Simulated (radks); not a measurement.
Trend from Sc+ to Zn+: ionisation energy by Delta-SCF between NIST ground configurations, and size. Method: scalar-relativistic Kohn-Sham, PBE, spin-polarised, spherical densities, finite nucleus; open shells are filled with parallel spins first; Fermi nuclear charge, rms radius of each element as measured or else 0.836 A^(1/3) + 0.57 fm; computed with a radial shooting solver on a logarithmic mesh with Libxc functionals.

species  configuration  configuration of the ion  IE (eV)  NIST (eV)  kind  -e(HOMO) (eV)  outermost  <r> outermost (bohr)
Sc+       [Ar] 3d1 4s1                  [Ar] 3d1   13.151     12.800  exp.    10.234 (4s)         4s                  3.32
Ti+       [Ar] 3d2 4s1                  [Ar] 3d2   14.068     13.576  exp.    10.940 (4s)         4s                  3.13
V+            [Ar] 3d4                  [Ar] 3d3   15.811      14.63  exp.     9.862 (3d)         3d                  1.52
Cr+           [Ar] 3d5                  [Ar] 3d4   17.254     16.486  exp.    10.926 (3d)         3d                  1.38
Mn+       [Ar] 3d5 4s1                  [Ar] 3d5   16.299     15.640  exp.    12.617 (4s)         4s                  2.74
Fe+       [Ar] 3d6 4s1                  [Ar] 3d6   16.862     16.199  exp.    13.070 (4s)         4s                  2.66
Co+           [Ar] 3d8                  [Ar] 3d7   17.976     17.084  exp.    11.246 (3d)         3d                  1.17
Ni+           [Ar] 3d9                  [Ar] 3d8   19.559     18.169  exp.    12.478 (3d)         3d                  1.08
Cu+          [Ar] 3d10                  [Ar] 3d9   21.070     20.292  exp.    13.659 (3d)         3d                  1.01
Zn+      [Ar] 3d10 4s1                 [Ar] 3d10   18.735     17.964  exp.    14.521 (4s)         4s                  2.39

Reference values: NIST Atomic Spectra Database (exp. = measured, semi-emp. = semi-empirical, theory = theoretical value adopted there). Open shells are spherical and high-spin; term and fine-structure splittings are not resolved.
